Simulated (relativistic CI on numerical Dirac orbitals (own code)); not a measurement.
**Se19+: what numerical and physical settings do to a radial Dirac CI calculation**

Reference input:

```
atom Se  Z=34  charge=19  electrons=15
nucleus A=80  rms_radius_fm=4.1400
hamiltonian dirac-coulomb  breit=on  qed=on  c_scale=1
orbitals kli  potential=per-configuration
slater_scale 1
correlation none
mixing on
grid step=0.0125 r_max=5.5
scf mixing=0.4 start=green max_iterations=150 tolerance=2e-08 node_fill=0.05
configurations
  [Ne] 3s2 3p3
  [Ne] 3s 3p4
end
```

Computed lowest total energy -2221.83268 Ha, first excitation 69877.7 cm⁻¹, 18 SCF steps. Runs with settings changed; * marks those that are bad on purpose:

| Changed | Outcome | Lowest level | ΔE (Ha) | First excitation (cm⁻¹) | SCF steps | Message |
| --- | --- | --- | --- | --- | --- | --- |
| grid step 0.006, nuclear radius 5.382 fm | converged | 3s2 3p3 4S°_3/2 | 0.0115 | 69877.7 | 18 |  |
| SCF tolerance 1e-05 | converged | 3s2 3p3 4S°_3/2 | 3.39e-07 | 69877.7 | 14 |  |
| node fill of the KLI weights 0.2, iteration limit 30 | converged | 3s2 3p3 4S°_3/2 | -0.00198 | 69813.6 | 19 |  |
| iteration limit 30 | converged | 3s2 3p3 4S°_3/2 | 0 | 69877.7 | 18 |  |
| SCF mixing 2.5 * | converged | 3s2 3p3 4S°_3/2 | -1.65e-09 | 69877.7 | 22 |  |
| nuclear radius 414.0 fm * | converged | 3s2 3p3 4S°_3/2 | 81.6 | 69435.7 | 19 |  |
